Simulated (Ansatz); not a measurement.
Relaxation of In(PH3)F3 (InPH3F3) with RKS r2SCAN-D4/def2-SVP.

```sh
$ ansatz run in.yaml --threads 4 --pin off --events-out ev --progress --plain --max-ram 3916MiB
```

```yaml
crystal:
  periodic: [false, false, false]
  atoms:
    - {symbol: In, position_ang: [-0.004010, 0.010870, -1.494570]}
    - {symbol: P, position_ang: [0.004010, -0.007060, 1.185950]}
    - {symbol: H, position_ang: [0.696630, 0.991620, 1.844030]}
    - {symbol: H, position_ang: [0.528750, -1.113260, 1.826230]}
    - {symbol: H, position_ang: [-1.210180, 0.084120, 1.839430]}
    - {symbol: F, position_ang: [1.946390, -0.008890, -1.743970]}
    - {symbol: F, position_ang: [-0.964260, 1.712000, -1.724110]}
    - {symbol: F, position_ang: [-0.997350, -1.669410, -1.732990]}
basis:
  gaussian: {orbitals: def2-SVP}
hamiltonian: {xc: r2scan, dispersion: d4}
scf: {omitted_lower_state_checks: [starts]}
output: {orbitals: {seedname: orbitals}}
relax: {f_tol: 0.02, max_steps: 100}
```

Run time 14 s (4 threads of AMD EPYC 7R43 on a shared host).

Positions (Å) and forces (eV/Å) at steps 1, 2, 3, 4, 6 of 6:

```xyz
8
step=1 energy=-22652.4114 eV
In   -0.004    0.011   -1.495   -0.004    0.011   -0.159
P     0.004   -0.007    1.186    0.000    0.017   -0.812
H     0.697    0.992    1.844    0.421    0.610    0.354
H     0.529   -1.113    1.826    0.325   -0.682    0.346
H    -1.210    0.084    1.839   -0.745    0.055    0.352
F     1.946   -0.009   -1.744   -0.166    0.002   -0.026
F    -0.964    1.712   -1.724    0.087   -0.154   -0.027
F    -0.997   -1.669   -1.733    0.081    0.142   -0.029
8
step=2 energy=-22652.4561 eV
In   -0.004    0.011   -1.525    0.001   -0.001    0.090
P     0.004   -0.007    1.245   -0.001    0.007   -0.597
H     0.711    1.014    1.901    0.125    0.181    0.156
H     0.542   -1.137    1.881    0.097   -0.203    0.155
H    -1.237    0.085    1.895   -0.221    0.015    0.156
F     1.935   -0.009   -1.809   -0.049    0.000    0.014
F    -0.958    1.702   -1.789    0.024   -0.044    0.013
F    -0.993   -1.659   -1.799    0.024    0.044    0.013
8
step=3 energy=-22652.4396 eV rejected
In   -0.004    0.010   -1.466   -0.002    0.003   -0.444
P     0.005   -0.007    1.219    0.001   -0.004    0.635
H     0.709    1.008    1.922   -0.013   -0.016   -0.155
H     0.538   -1.133    1.903   -0.008    0.020   -0.153
H    -1.230    0.086    1.916    0.021   -0.001   -0.154
F     1.919   -0.008   -1.840    0.025   -0.001    0.090
F    -0.952    1.687   -1.821   -0.011    0.022    0.091
F    -0.985   -1.645   -1.832   -0.013   -0.023    0.090
8
step=4 energy=-22652.4639 eV
In   -0.004    0.011   -1.510    0.001    0.000   -0.025
P     0.004   -0.007    1.219    0.000   -0.001    0.012
H     0.714    1.019    1.889   -0.002   -0.001    0.005
H     0.544   -1.142    1.870    0.000    0.002    0.006
H    -1.243    0.085    1.883    0.002   -0.001    0.006
F     1.933   -0.009   -1.793    0.010   -0.001   -0.001
F    -0.957    1.700   -1.773   -0.005    0.009   -0.001
F    -0.993   -1.657   -1.784   -0.006   -0.008   -0.002
8
step=6 energy=-22652.4640 eV
In   -0.004    0.010   -1.515    0.000    0.000   -0.002
P     0.005   -0.007    1.221    0.000    0.000    0.000
H     0.708    1.023    1.892    0.000    0.000    0.000
H     0.552   -1.138    1.875    0.001    0.000    0.001
H    -1.242    0.078    1.888    0.000   -0.001    0.002
F     1.934   -0.014   -1.793   -0.001    0.000    0.000
F    -0.954    1.702   -1.776    0.001   -0.001    0.000
F    -0.998   -1.655   -1.791    0.000    0.001    0.000
```

In the def2 sets In takes a core potential; there is no spin–orbit coupling.
